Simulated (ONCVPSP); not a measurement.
Cutoff test, Cl (Z = 17), ONCV

chlorine (Cl), optimised norm-conserving Vanderbilt (ONCV), made with ONCVPSP 4.0.1 (LDA (Perdew-Zunger), scalar-relativistic). Core [Ne], reference 3s2 3p3 (charge +2). Waves: 3s: rc 1.00 bohr, ncon 3, nbas 8, qcut 6.5 1/bohr, 2 projectors, debl 2.9 Ha; 3p: rc 1.45 bohr, ncon 4, nbas 7, qcut 6.4 1/bohr, 3 projectors, debl 3.7 Ha; d scattering state at 0.11 Ha: rc 1.60 bohr, ncon 4, nbas 7, qcut 5.2 1/bohr, 1 projector. Local part: polynomial inside 0.70 bohr (lpopt 5, dvloc0 1 Ha). Core correction: Teter function, fcfact 4.5, rcfact 1.25.

In the d channel the program set the typed energies aside and used 0.050 Ha.

Task: For each optimised wave give the share of its norm inside rc, the residual kinetic energy above qcut (Ha) and the cutoffs (Ha) for errors of 10, 1, 0.1 and 0.01 mHa per electron.

Result:

| wave | norm inside rc | residual KE | 10 mHa | 1 mHa | 0.1 mHa | 0.01 mHa |
| --- | --- | --- | --- | --- | --- | --- |
| 3s | 0.188 | 1.0e-03 | 11.7 | 24.1 | 205.6 | not reached |
| s projector 2 | 0.037 | 3.0e-03 | 16.2 | 26.6 | 225.4 | 393.8 |
| 3p | 0.452 | 9.5e-05 | 5.8 | 13.1 | 20.3 | 58.2 |
| p projector 2 | 0.062 | 1.3e-04 | 8.3 | 14.5 | 21.1 | 57.0 |
| p projector 3 | 0.057 | 2.6e-03 | 13.5 | 38.9 | 116.3 | 132.6 |
| d projector 1 | 0.160 | 1.5e-02 | 14.7 | 55.5 | 68.1 | 89.5 |

The occupied waves need 24 Ha and 206 Ha for 1 and 0.1 mHa. Note: ghosts flagged at negative energy: s at -273.2 eV; no localised positive-energy state flagged. A true bound ghost makes a file unfit for plane-wave use.
